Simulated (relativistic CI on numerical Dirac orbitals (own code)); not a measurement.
**One change at a time: Re⁵⁶⁺**

Base calculation: Dirac-Coulomb-Breit CI, KLI orbitals optimised for each configuration, model QED (radiative potential, 1s self-energy scaled to tabulated hydrogen-like ionisation energies), unscaled Slater integrals.

CI space (outside the closed core [Ne]): 3s2 3p6 3d, 3s2 3p5 3d2, 3s 3p6 3d2, 3s2 3p6 4s, 3s2 3p6 4p, 3s2 3p6 4d, 3s2 3p5 3d 4s, 3s2 3p6 4f, 3s2 3p5 3d 4p, 3p6 3d3, 3p5 3d4, 3p5 3d3 4s. Double excitations out of closed p, d and f shells are left out; levels of such configurations are missing from the list, as are those of other unlisted configurations, and high levels can miss mixing partners. These lack a partner that the ground configuration has and come out too high: 3s2 3p5 3d 4p.

Variants: (1) Breit term removed. Shifts of the energy above 3s2 3p6 3d 2D_3/2, in eV, for the lowest level and the first level of each name with at least 55 % of one term (blank where a level changes its place among those of its configuration and J or its character, or is not in the variant):

```
               Level     Base   Δ(1)
   3s2 3p6 3d 2D_3/2     0.00   0.00
   3s2 3p6 3d 2D_5/2    82.45  +2.04
 3s2 3p5 3d2 4D°_1/2   259.39  +1.34
 3s2 3p5 3d2 4G°_9/2   338.43  +4.36
3s2 3p5 3d2 2H°_11/2   349.65  +5.49
 3s2 3p5 3d2 2G°_9/2   367.65  +4.61
 3s2 3p5 3d2 2F°_5/2   394.64  +3.94
 3s2 3p5 3d2 2P°_1/2   401.55  +3.03
3s2 3p5 3d2 4G°_11/2   421.11  +6.75
   3s 3p6 3d2 4F_3/2   852.91  +1.35
   3s 3p6 3d2 4P_1/2   883.34  +0.67
   3s 3p6 3d2 4F_7/2   932.29  +3.92
   3s 3p6 3d2 4P_3/2   943.78  +2.79
   3s 3p6 3d2 2G_9/2   949.03  +4.87
   3s 3p6 3d2 2F_5/2   952.59  +3.61
   3s 3p6 3d2 2G_7/2   958.56  +4.21
   3s 3p6 3d2 2P_1/2   966.55  +2.52
   3s 3p6 3d2 4F_9/2  1017.85  +6.12
```

At this charge energies of transitions that change n are usually good to better than 1 %, and those within a shell (Δn = 0) to a few per cent.

Ionisation energy from the two ground configurations alone: base 5527.83 eV; Breit term removed 5532.24 eV. The NIST ASD value (theoretical) is 5528 eV.

LS names give the leading component of a level, which can be under half, so a name can repeat, a term be missing and a line seem to break the LS rules.
